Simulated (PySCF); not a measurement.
Input of a run on `O=CN[SiH]1C[SiH2]C1`: the job's settings, then the atoms in Å.
```
{"job": {"kind": "nmr", "xc": "PBE0", "basis": "pcSseg-1", "solvent": "chloroform", "pop": false}, "charge": 0, "multiplicity": 1}
O      2.899993    -0.614438     0.615820
C      2.233348    -1.456175     0.056295
N      1.064119    -1.173091    -0.577565
Si     0.463671     0.502040    -0.593526
C     -1.341323     0.397663    -1.164038
Si    -1.810375     0.406264     0.686802
C     -0.074785     1.045365     1.131929
H      2.530099    -2.532420     0.022768
H      0.569853    -1.939916    -1.020427
H      1.402690     1.371078    -1.358133
H     -1.657584     1.339036    -1.645290
H     -1.666146    -0.436403    -1.802827
H     -2.960340     1.284028     1.067068
H     -2.067100    -0.973426     1.203375
H     -0.072731     2.145588     1.219275
H      0.469709     0.627333     1.989202
```

Method: GIAO PBE0/pcSseg-1 NMR shielding, non-relativistic, IEF-PCM chloroform (PySCF, density fitting); geometry PBE0-D3(BJ)/def2-SVP, gas phase, not relaxed in the solvent; ε = 4.711, cavity from Bondi-type radii × 1.2.

Give the output.

```
coarse grid: 14240 points
cycle   1  E = -827.9662627075  dE =  8.345e-01  |g| = 8.840e-01  |ddm| = 3.627e+00
cycle   2  E = -827.6232103597  dE =  3.431e-01  |g| = 1.577e+00  |ddm| = 1.911e+00
cycle   3  E = -828.1148840229  dE = -4.917e-01  |g| = 2.377e-01  |ddm| = 1.386e+00
cycle   4  E = -828.1259211926  dE = -1.104e-02  |g| = 6.561e-02  |ddm| = 2.065e-01
cycle   5  E = -828.1268149451  dE = -8.938e-04  |g| = 1.650e-02  |ddm| = 5.565e-02
cycle   6  E = -828.1268710850  dE = -5.614e-05  |g| = 4.385e-03  |ddm| = 1.430e-02
cycle   7  E = -828.1268750943  dE = -4.009e-06  |g| = 1.308e-03  |ddm| = 4.464e-03
final grid: 128024 points
cycle   8  E = -828.1748084878  dE = -7.789e-06  |g| = 1.238e-02  |ddm| = 2.185e-02
cycle   9  E = -828.1747419151  dE =  6.657e-05  |g| = 2.235e-02  |ddm| = 2.364e-02
cycle  10  E = -828.1748389128  dE = -9.700e-05  |g| = 2.112e-03  |ddm| = 1.517e-02
cycle  11  E = -828.1748399139  dE = -1.001e-06  |g| = 2.074e-04  |ddm| = 1.868e-03
cycle  12  E = -828.1748399227  dE = -8.741e-09  |g| = 7.203e-05  |ddm| = 2.621e-04
cycle  13  E = -828.1748399237  dE = -1.068e-09  |g| = 2.479e-05  |ddm| = 8.329e-05
cycle  14  E = -828.1748399238  dE = -1.166e-10  |g| = 7.304e-06  |ddm| = 2.408e-05
converged SCF energy = -828.1748399238

GIAO shielding tensors (ppm)
atom      isotropic    diamagn.    paramagn.     s11        s22        s33       span
  0 O      -97.327     403.310    -500.637   -385.724   -211.839    305.582    691.306
  1 C       13.348     243.605    -230.257    -72.881     18.527     94.398    167.279
  2 N      125.451     331.016    -205.565     11.278    148.609    216.466    205.188
  3 Si     356.820     881.979    -525.159    332.587    358.322    379.550     46.963
  4 C      187.763     260.623     -72.860    174.495    187.669    201.124     26.629
  5 Si     382.827     880.678    -497.851    351.798    372.121    424.562     72.764
  6 C      184.030     260.284     -76.254    173.109    181.285    197.695     24.587
  7 H       22.884      24.832      -1.948     19.075     22.345     27.231      8.157
  8 H       26.156      33.836      -7.680     21.954     26.782     29.732      7.778
  9 H       25.503      29.686      -4.183     22.200     23.266     31.043      8.842
 10 H       30.553      30.922      -0.369     26.638     27.568     37.454     10.816
 11 H       30.939      32.034      -1.095     26.110     27.625     39.082     12.972
 12 H       26.354      28.875      -2.521     22.723     24.113     32.224      9.501
 13 H       26.537      30.152      -3.615     24.080     24.348     31.184      7.104
 14 H       30.592      31.241      -0.650     26.583     27.905     37.286     10.703
 15 H       30.522      32.558      -2.036     25.908     27.757     37.901     11.993
```

The cycles run first on a coarse grid and then on the final one, and are numbered through; the first dE on the final grid is taken against the last density's energy on that grid. The program numbers atoms from 0. Energies include the polarisation term of the continuum.

The same input without solvent ends at -828.166525 Eh. What does the continuum change?

The energy falls by 0.008315 Eh, 5.22 kcal/mol; the polarisation term alone is -6.01 kcal/mol. HOMO -7.63 → -7.59 eV, LUMO 0.05 → 0.11 eV, dipole 3.22 → 4.00 D. The SCF took 14 cycles in the solvent and 14 in the gas phase.

Conformer computed: `[O:1]=[CH:2][NH:3][SiH:4]1[CH2:5][SiH2:6][CH2:7]1`: O1–C2–N3–Si4 0°, C2–N3–Si4–C5 -166°.
